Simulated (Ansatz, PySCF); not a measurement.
C3H7, SMILES [CH2]CC, multiplicity 2. Atoms are numbered in the order given.

```xyz
10

C      1.2870     0.3153     0.1342
C      0.0936    -0.4292    -0.3522
C     -1.2236     0.0920     0.2286
H      2.2778    -0.1204     0.0822
H      1.2083     1.3605     0.4132
H      0.0404    -0.3726    -1.4530
H      0.2056    -1.4965    -0.1277
H     -1.2342    -0.0061     1.3169
H     -2.0775    -0.4591    -0.1723
H     -1.3616     1.1495    -0.0134
```
Charge 0, spin multiplicity 2.

Coordinates come from a TPSSh-D3(BJ)/def2-TZVP optimisation. The isomer is the one that the SMILES or the coordinates give; other isomers of the formula were not compared.

Two levels are set side by side: PBE-D3(BJ)/def2-TZVP (Ansatz, a program for electronic structure) and TPSSh-D3(BJ)/def2-TZVP (PySCF). Each level has its own optimised geometry; the coordinates shown are those of the second. Frequencies come from the Hessian of PySCF at each geometry. Differences are taken from unrounded values.

```tsv
quantity	TPSSh-D3(BJ)	PBE-D3(BJ)	PBE-D3(BJ) minus TPSSh-D3(BJ)
mean bond length (Å)	1.185	1.190	0.005
bond C1–C2 (Å)	1.488	1.484	-0.004
bond C2–C3 (Å)	1.531	1.531	0.000
bond C1–H4 (Å)	1.084	1.090	0.006
bond C1–H5 (Å)	1.085	1.091	0.006
bond C2–H6 (Å)	1.104	1.112	0.009
bond C2–H7 (Å)	1.096	1.106	0.009
bond C3–H8 (Å)	1.093	1.100	0.007
bond C3–H9 (Å)	1.093	1.099	0.007
bond C3–H10 (Å)	1.094	1.100	0.007
highest harmonic wavenumber (cm⁻¹)	3228	3176	-52
mean harmonic wavenumber (cm⁻¹)	1607	1567	-40
zero-point energy (kcal/mol)	55.12	53.75	-1.37
```

Exact exchange shortens and stiffens bonds; PBE has none. Differences between two approximate levels are no errors against the true value.
